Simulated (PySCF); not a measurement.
**Correlation energy of Ar⁺ (argon, charge +1)**

[Ne] 3s2 3p5, 2P determinant. All numbers are calculated (PySCF 2.14, the non-relativistic Hamiltonian (point nucleus), in def2-SVP (4s3p1d, 18 functions)). Frozen: [Ne]; 7 electrons correlated.

MP2 pair energies summed by pair of shells (mhartree):

| pair | energy | share (%) |
| --- | --- | --- |
| 3p-3p | -78.48 | 68.8 |
| 3s-3p | -28.91 | 25.3 |
| 3s-3s | -6.69 | 5.9 |

Total MP2 correlation energy: -114.09 mhartree.

Same-spin part -28.74 and opposite-spin part -85.35 mhartree; SCS-MP2 scales them by 1/3 and 6/5 to -112.00 mhartree.

```csv
level,correlation energy (mhartree)
CCSD,-130.61
(T),-0.89
CCSD(T),-131.50
```

Diagnostics: T1 = 0.0043, D1 = 0.0159, largest double amplitude 0.050.

Cost of the coupled-cluster step: 0.12 s of wall time on 1 thread of Neoverse-N1 (shared host), for 7 correlated electrons.

Iterations:

```
CC2 = 0
CCSD nocc = (np.int64(4), np.int64(3)), nmo = (13, 13)
frozen orbitals [[0, 1, 2, 3, 4], [0, 1, 2, 3, 4]]
max_cycle = 100
direct = 0
conv_tol = 1e-08
conv_tol_normt = 1e-06
diis_space = 8
diis_start_cycle = 0
Init t2, MP2 energy = -0.114088849725335
Init E_corr(UCCSD) = -0.114088849726176
cycle = 1  E_corr(UCCSD) = -0.127539394196178  dE = -0.0134505445  norm(t1,t2) = 0.0276602
cycle = 2  E_corr(UCCSD) = -0.129742717924904  dE = -0.00220332373  norm(t1,t2) = 0.00823218
cycle = 3  E_corr(UCCSD) = -0.130623841733362  dE = -0.000881123808  norm(t1,t2) = 0.00296063
cycle = 4  E_corr(UCCSD) = -0.13060638708781  dE = 1.74546456e-05  norm(t1,t2) = 0.000224361
cycle = 5  E_corr(UCCSD) = -0.130608314197873  dE = -1.92711006e-06  norm(t1,t2) = 4.43127e-05
cycle = 6  E_corr(UCCSD) = -0.130608178964264  dE = 1.35233609e-07  norm(t1,t2) = 6.11731e-06
cycle = 7  E_corr(UCCSD) = -0.130608218998563  dE = -4.00342988e-08  norm(t1,t2) = 9.63762e-07
cycle = 8  E_corr(UCCSD) = -0.130608210716567  dE = 8.28199639e-09  norm(t1,t2) = 1.60631e-07
UCCSD converged
E(UCCSD) = -526.2169866774578  E_corr = -0.1306082107165665
UCCSD(T) correction = -0.000886330496471486
```
